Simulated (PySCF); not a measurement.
Ta(OH)3 (H₃O₃Ta), SMILES [OH][Ta]([OH])[OH] (connectivity only; charge and spin as stated), neutral, multiplicity 3.

Geometry: r2SCAN-D4/def2-SVP. The spin state was assumed, not searched. The def2 effective core potentials stand for the cores of Ta; spin–orbit coupling is left out. One conformer was computed; it need not be the lowest.

Calculation: r2SCAN-D4/def2-SVP (PySCF).

Frequencies are harmonic and unscaled.

List the normal modes with their intensities. (The exact figures need the calculation; the answer reports its results.)


```json
[
 {"mode": "1", "ν (cm⁻¹)": "84", "IR (km/mol)": "46.1", "moving atoms (share of kinetic energy)": "O 44 %, H 39 %, Ta 17 %"},
 {"mode": "2", "ν (cm⁻¹)": "152", "IR (km/mol)": "3.1", "moving atoms (share of kinetic energy)": "O 81 %, H 12 %"},
 {"mode": "3", "ν (cm⁻¹)": "156", "IR (km/mol)": "5.6", "moving atoms (share of kinetic energy)": "O 68 %, H 22 %, Ta 10 %"},
 {"mode": "4", "ν (cm⁻¹)": "245", "IR (km/mol)": "165.1", "moving atoms (share of kinetic energy)": "H 72 %, O 26 %"},
 {"mode": "5", "ν (cm⁻¹)": "254", "IR (km/mol)": "94.4", "moving atoms (share of kinetic energy)": "H 90 %, O 10 %"},
 {"mode": "6", "ν (cm⁻¹)": "316", "IR (km/mol)": "173.5", "moving atoms (share of kinetic energy)": "H 65 %, O 32 %"},
 {"mode": "7", "ν (cm⁻¹)": "373", "IR (km/mol)": "9.8", "moving atoms (share of kinetic energy)": "H 87 %, O 13 %"},
 {"mode": "8", "ν (cm⁻¹)": "410", "IR (km/mol)": "103.0", "moving atoms (share of kinetic energy)": "H 86 %, O 14 %"},
 {"mode": "9", "ν (cm⁻¹)": "656", "IR (km/mol)": "209.7", "moving atoms (share of kinetic energy)": "O 86 %, Ta 9 %"},
 {"mode": "10", "ν (cm⁻¹)": "683", "IR (km/mol)": "63.4", "moving atoms (share of kinetic energy)": "H 89 %, O 9 %"},
 {"mode": "11", "ν (cm⁻¹)": "699", "IR (km/mol)": "229.7", "moving atoms (share of kinetic energy)": "O 79 %, Ta 15 %"},
 {"mode": "12", "ν (cm⁻¹)": "732", "IR (km/mol)": "11.7", "moving atoms (share of kinetic energy)": "O 93 %"},
 {"mode": "13", "ν (cm⁻¹)": "3753", "IR (km/mol)": "47.4", "moving atoms (share of kinetic energy)": "H 94 %"},
 {"mode": "14", "ν (cm⁻¹)": "3991", "IR (km/mol)": "492.3", "moving atoms (share of kinetic energy)": "H 94 %"},
 {"mode": "15", "ν (cm⁻¹)": "3995", "IR (km/mol)": "106.8", "moving atoms (share of kinetic energy)": "H 94 %"}
]
```
